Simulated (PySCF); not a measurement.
C3HBrClF.

```xyz
7

F     -3.2888     0.9456    -0.5259
C     -2.5644    -0.1068    -0.1452
C     -1.2596    -0.1570    -0.2526
C      0.0403    -0.2523    -0.3256
Cl     0.8628    -0.8921    -1.7010
Br     1.1659     0.3050     1.0779
H     -3.1728    -0.9214     0.2644
```

Coordinates come from a ωB97X-D3(BJ)/def2-SVP optimisation. The structure was generated by enumeration, and PubChem lists no compound with its InChIKey, so it may never have been made.

Level of theory: PySCF with PBE0/pcSseg-1. Non-relativistic, no solvent.

Problem. Give the absolute GIAO shielding of each atom: isotropic value and principal components (ppm). (Estimate from the structure and the level; the computed values follow.)

Solution. 
| atom | σ(iso) | σ11 | σ22 | σ33 | span |
|---|---|---|---|---|---|
| F1 | 304.8 | 237.7 | 272.4 | 404.3 | 166.6 |
| C2 | 46.8 | -13.9 | 59.9 | 94.3 | 108.1 |
| C3 | -21.5 | -42.8 | -21.1 | -0.4 | 42.4 |
| C4 | 62.9 | -2.2 | 90.4 | 100.5 | 102.8 |
| Cl5 | 558.6 | 346.2 | 423.4 | 906.2 | 560.0 |
| Br6 | 1676.2 | 990.9 | 1301.9 | 2735.9 | 1745.0 |
| H7 | 23.9 | 21.0 | 24.3 | 26.3 | 5.3 |
